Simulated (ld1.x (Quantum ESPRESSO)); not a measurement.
## Building the PAW potential for bromine (Br) (LDA (PZ), scalar-relativistic).

The input file (ld1.x (Quantum ESPRESSO) 7.5):

```
&input
   title='Br', zed=35., rel=1, dft='PZ', iswitch=3,
   config='[Ar] 3d10 4s2 4p5',
   nld=3, rlderiv=1.80, eminld=-7.0, emaxld=5.0, deld=0.02
 /
 &inputp
   pseudotype=3, lpaw=.true., tm=.true., lloc=-1, rcloc=1.40,
   nlcc=.true., new_core_ps=.true., rcore=0.50,
   which_augfun='BG', rmatch_augfun=0.50,
   file_pseudopw='Br.UPF', file_wfcaegen='ae.wfc', file_wfcncgen='nc.wfc', file_beta='beta', file_chi='chi', file_wfcusgen='us.wfc'
 /
6
4S  1  0   2.00   0.00  1.25  1.35  0.0
4S  1  0   0.00  -1.10  1.25  1.35  0.0
4P  2  1   5.00   0.00  1.20  1.65  0.0
4P  2  1   0.00   0.80  1.20  1.65  0.0
3D  3  2  10.00   0.00  0.55  0.60  0.0
3D  3  2   0.00  -0.60  0.55  0.60  0.0
 &test
   configts(1)='3d10 4s2 4p5'
 /
```

Command:

```bash
ld1.x < Br.in > Br.out
```

The program printed (shortened: banner, matrices, multipoles, cross overlaps and the repeated all-electron block are left out):

```
Program LD1 v.7.5
     --------------------------- All-electron run ----------------------------

     Br
     scalar relativistic calculation

     atomic number is 35.00
     dft =PZ   lsd =0 sic =0 latt =0  beta=0.20 tr2=1.0E-14
     Exchange-correlation= PZ
                           (   1   1   0   0   0   0   0)
     mesh =1213 r(mesh) =  98.95369 a.u. xmin = -7.00 dx = 0.01250
     1 Ry =  13.60569312 eV, c = 137.03599908

     n l     nl                  e(Ry)          e(Ha)          e(eV)
     1 0     1S 1( 2.00)      -977.2341      -488.6170    -13295.9467
     2 0     2S 1( 2.00)      -127.1934       -63.5967     -1730.5538
     2 1     2P 1( 6.00)      -112.2959       -56.1479     -1527.8629
     3 0     3S 1( 2.00)       -17.4337        -8.7168      -237.1972
     3 1     3P 1( 6.00)       -12.7307        -6.3654      -173.2106
     3 2     3D 1(10.00)        -4.9245        -2.4622       -67.0010
     4 0     4S 1( 2.00)        -1.4936        -0.7468       -20.3216
     4 1     4P 1( 5.00)        -0.5885        -0.2943        -8.0071

     final scf error:  6.0E-15 reached in  28 iterations

     Etot =   -5206.226989 Ry,   -2603.113494 Ha,  -70834.326738 eV

     Ekin =    5317.054446 Ry,    2658.527223 Ha,   72342.211109 eV
     Encl =  -12560.638682 Ry,   -6280.319341 Ha, -170896.195341 eV
     Eh   =    2214.838554 Ry,    1107.419277 Ha,   30134.413688 eV
     Exc  =    -177.481307 Ry,     -88.740653 Ha,   -2414.756194 eV

     normalization and overlap integrals

     s(1S/1S) =  1.000000  <r> =   0.0428  <r2> =    0.0025  r(max) =   0.0279
     s(2S/2S) =  1.000000  <r> =   0.1898  <r2> =    0.0425  r(max) =   0.1604
     s(2P/2P) =  1.000000  <r> =   0.1656  <r2> =    0.0336  r(max) =   0.1280
     s(3S/3S) =  1.000000  <r> =   0.5526  <r2> =    0.3514  r(max) =   0.4817
     s(3P/3P) =  1.000000  <r> =   0.5649  <r2> =    0.3741  r(max) =   0.4817
     s(3D/3D) =  1.000000  <r> =   0.5909  <r2> =    0.4336  r(max) =   0.4305
     s(4S/4S) =  1.000000  <r> =   1.6700  <r2> =    3.2062  r(max) =   1.4115
     s(4P/4P) =  1.000000  <r> =   2.1030  <r2> =    5.2253  r(max) =   1.6606

     ------------------------ End of All-electron run ------------------------

     --------------------- Generating PAW atomic setup --------------------

      Generating local potential from pseudized AE potential:
      Matching radius rcloc =   1.4000

      Local pseudo, rcloc= 1.411 Estimated cut-off energy=    12.41 Ry

      Computing core charge for nlcc:

       r > 0.50 : true rho core
      Core charge pseudized with two Bessel functions
      Integrated core pseudo-charge :   9.37
      Wfc-us  4S rcutus= 1.343  Estimated cut-off energy=    24.13 Ry
      Wfc-us  4S rcutus= 1.343  Estimated cut-off energy=    24.63 Ry
      Wfc-us  4P rcutus= 1.640  Estimated cut-off energy=    27.76 Ry
      Wfc-us  4P rcutus= 1.640  Estimated cut-off energy=    30.27 Ry
      Wfc-us  3D rcutus= 0.603  Estimated cut-off energy=   312.83 Ry
      Wfc-us  3D rcutus= 0.603  Estimated cut-off energy=   330.36 Ry

     Required augmentation: BG   radius:    0.500000
     Message from routine us2paw:
     WARNING: using Bloechl style augmentation functions is not a good idea, as analytical overlap are not implemented in pwscf: use BESSEL or GAUSS instead.
     Message from routine us2paw:
     WARNING: using Bloechl style augmentation functions is not a good idea, as analytical overlap are not implemented in pwscf: use BESSEL or GAUSS instead.
     Message from routine us2paw:
     WARNING: using Bloechl style augmentation functions is not a good idea, as analytical overlap are not implemented in pwscf: use BESSEL or GAUSS instead.
     Message from routine us2paw:
     WARNING: using Bloechl style augmentation functions is not a good idea, as analytical overlap are not implemented in pwscf: use BESSEL or GAUSS instead.
     [... 1 repeated lines left out ...]
     WARNING: using Bloechl style augmentation functions is not a good idea, as analytical overlap are not implemented in pwscf: use BESSEL or GAUSS instead.
     [... 1 repeated lines left out ...]
     WARNING: using Bloechl style augmentation functions is not a good idea, as analytical overlap are not implemented in pwscf: use BESSEL or GAUSS instead.
     [... 1 repeated lines left out ...]
     WARNING: using Bloechl style augmentation functions is not a good idea, as analytical overlap are not implemented in pwscf: use BESSEL or GAUSS instead.
     [... 1 repeated lines left out ...]
     WARNING: using Bloechl style augmentation functions is not a good idea, as analytical overlap are not implemented in pwscf: use BESSEL or GAUSS instead.
     [... 1 repeated lines left out ...]
     WARNING: using Bloechl style augmentation functions is not a good idea, as analytical overlap are not implemented in pwscf: use BESSEL or GAUSS instead.
     [... 1 repeated lines left out ...]
     WARNING: using Bloechl style augmentation functions is not a good idea, as analytical overlap are not implemented in pwscf: use BESSEL or GAUSS instead.
     [... 1 repeated lines left out ...]
     WARNING: using Bloechl style augmentation functions is not a good idea, as analytical overlap are not implemented in pwscf: use BESSEL or GAUSS instead.
     [... 1 repeated lines left out ...]
     WARNING: using Bloechl style augmentation functions is not a good idea, as analytical overlap are not implemented in pwscf: use BESSEL or GAUSS instead.
     [... 1 repeated lines left out ...]
     WARNING: using Bloechl style augmentation functions is not a good idea, as analytical overlap are not implemented in pwscf: use BESSEL or GAUSS instead.
     [... 1 repeated lines left out ...]
     WARNING: using Bloechl style augmentation functions is not a good idea, as analytical overlap are not implemented in pwscf: use BESSEL or GAUSS instead.
     [... 1 repeated lines left out ...]
     WARNING: using Bloechl style augmentation functions is not a good idea, as analytical overlap are not implemented in pwscf: use BESSEL or GAUSS instead.
     [... 1 repeated lines left out ...]
     WARNING: using Bloechl style augmentation functions is not a good idea, as analytical overlap are not implemented in pwscf: use BESSEL or GAUSS instead.
     [... 1 repeated lines left out ...]
     WARNING: using Bloechl style augmentation functions is not a good idea, as analytical overlap are not implemented in pwscf: use BESSEL or GAUSS instead.
     [... 1 repeated lines left out ...]
     WARNING: using Bloechl style augmentation functions is not a good idea, as analytical overlap are not implemented in pwscf: use BESSEL or GAUSS instead.
     [... 1 repeated lines left out ...]
     WARNING: using Bloechl style augmentation functions is not a good idea, as analytical overlap are not implemented in pwscf: use BESSEL or GAUSS instead.
     [... 1 repeated lines left out ...]
     WARNING: using Bloechl style augmentation functions is not a good idea, as analytical overlap are not implemented in pwscf: use BESSEL or GAUSS instead.
     [... 1 repeated lines left out ...]
     WARNING: using Bloechl style augmentation functions is not a good idea, as analytical overlap are not implemented in pwscf: use BESSEL or GAUSS instead.
     [... 1 repeated lines left out ...]
     WARNING: using Bloechl style augmentation functions is not a good idea, as analytical overlap are not implemented in pwscf: use BESSEL or GAUSS instead.
     [... 1 repeated lines left out ...]
     WARNING: using Bloechl style augmentation functions is not a good idea, as analytical overlap are not implemented in pwscf: use BESSEL or GAUSS instead.
     [... 1 repeated lines left out ...]
     WARNING: using Bloechl style augmentation functions is not a good idea, as analytical overlap are not implemented in pwscf: use BESSEL or GAUSS instead.
     [... 1 repeated lines left out ...]
     WARNING: using Bloechl style augmentation functions is not a good idea, as analytical overlap are not implemented in pwscf: use BESSEL or GAUSS instead.
     [... 1 repeated lines left out ...]
     WARNING: using Bloechl style augmentation functions is not a good idea, as analytical overlap are not implemented in pwscf: use BESSEL or GAUSS instead.
     [... 1 repeated lines left out ...]
     WARNING: using Bloechl style augmentation functions is not a good idea, as analytical overlap are not implemented in pwscf: use BESSEL or GAUSS instead.
     Gaussians generated with zeta:   126.562500

     Estimated PAW energy = -444.272266 Ryd

     ------------------- End of pseudopotential generation -------------------

     Computing logarithmic derivative in   1.80114
     Computing logarithmic derivative in   1.80114
     Computing the partial wave expansion
     R is outside the sphere for l=    0 j= 0.00
     R is outside the sphere for l=    0 j= 0.00
     R is outside the sphere for l=    1 j= 0.00
     R is outside the sphere for l=    1 j= 0.00
     R is outside the sphere for l=    2 j= 0.00
     R is outside the sphere for l=    2 j= 0.00

     ---------------------- Testing the pseudopotential ----------------------

     Br
     scalar relativistic calculation

     atomic number is 35.00   valence charge is 17.00
     dft = SLA  PZ   NOGX NOGC   lsd =0 sic =0 latt =0  beta=0.20 tr2=1.0E-14
     mesh =1213 r(mesh) =  98.95369 xmin = -7.00 dx = 0.01250

     n l     nl             e AE (Ry)        e PS (Ry)    De AE-PS (Ry)
     3 2     3D   1(10.00)       -4.92448       -4.92448        0.00000
     1 0     4S   1( 2.00)       -1.49361       -1.49362        0.00001
     2 1     4P   1( 5.00)       -0.58851       -0.58851        0.00000

     eps = 1.5E-15  iter =  4

     Etot =   -5206.226989 Ry,   -2603.113494 Ha,  -70834.326738 eV
     Etotps =  -444.272315 Ry,    -222.136158 Ha,   -6044.632786 eV

     Ekin =     474.981297 Ry,     237.490648 Ha,    6462.449761 eV
     Encl =   -1004.734402 Ry,    -502.367201 Ha,  -13670.107940 eV
     Ehrt =     262.962092 Ry,     131.481046 Ha,    3577.781523 eV
     Ecxc =    -177.481302 Ry,     -88.740651 Ha,   -2414.756130 eV
     (Ecc =     -24.635683 Ry,     -12.317841 Ha,    -335.185541 eV)

     ---------------------- End of pseudopotential test ----------------------
```

Generation and configuration tests took about 2 s on one core of a shared server CPU.
